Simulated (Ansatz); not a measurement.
System: sum formula SiN2H3Br2 (charge -1, singlet). It need not be the lowest isomer of its formula. Whether it binds its extra electron was not tested at this geometry. 
Structure (B3LYP-D3(BJ)/def2-TZVP (Ansatz, an electronic-structure program) minimum search):
SMILES: [Si]([NH-])(Br)(N)Br
```xyz
8

Si     0.2043    -0.9096    -0.1504
Br    -0.1197     0.8514    -1.6871
Br     0.0385     0.3785     1.8614
N      1.4841    -1.8827    -0.2553
N     -1.3185    -1.7117    -0.3237
H      2.3831    -1.5304     0.0443
H     -1.4271    -2.5044     0.2946
H     -2.1340    -1.1184    -0.2809
```
Charge -1, spin multiplicity 1.

Total electronic energies in hartree. Valence correlation only, unless marked. No spin-orbit coupling. The frozen core is the preceding noble-gas configuration, with the filled d and f shells of earlier blocks. No relativistic terms. Basis-set limits of correlation are two-point, X^-3; Hartree-Fock from the larger set.

```
level                                        program  energy (Eh)
------------------------------------  --------------  -----------
HF/def2-QZVPPD                                Ansatz  -5544.76266
BLYP-D4/def2-TZVPD                    Ansatz + dftd4  -5549.41400
BHLYP-D4/def2-TZVPD                   Ansatz + dftd4  -5549.30683
B2GP-PLYP-D4/def2-TZVPD               Ansatz + dftd4  -5547.98932
B2PLYP-D3(BJ)/def2-TZVPD              Ansatz + dftd3  -5548.34806
RPA@PBE/def2-QZVPP                            Ansatz  -5546.23267
MP2/6-31G                                     Ansatz  -5544.05943
MP2/def2-QZVPP                                Ansatz  -5545.72045
MP2/CBS(def2-TZVPPD,def2-QZVPPD)              Ansatz   -5545.7775
RI-MP2/def2-QZVPPD                            Ansatz  -5545.72310
CCSD/6-31G*                                   Ansatz  -5544.61749
CCSD/def2-SVPD                                Ansatz  -5544.55256
CCSD(T)/6-31G                                 Ansatz  -5544.09411
CCSD(T)/def2-QZVPPD                           Ansatz  -5545.79852
CCSD(T)/CBS(def2-TZVPPD,def2-QZVPPD)          Ansatz   -5545.8512
```

Totals of different functionals don't rank their quality; only differences between species are comparable.
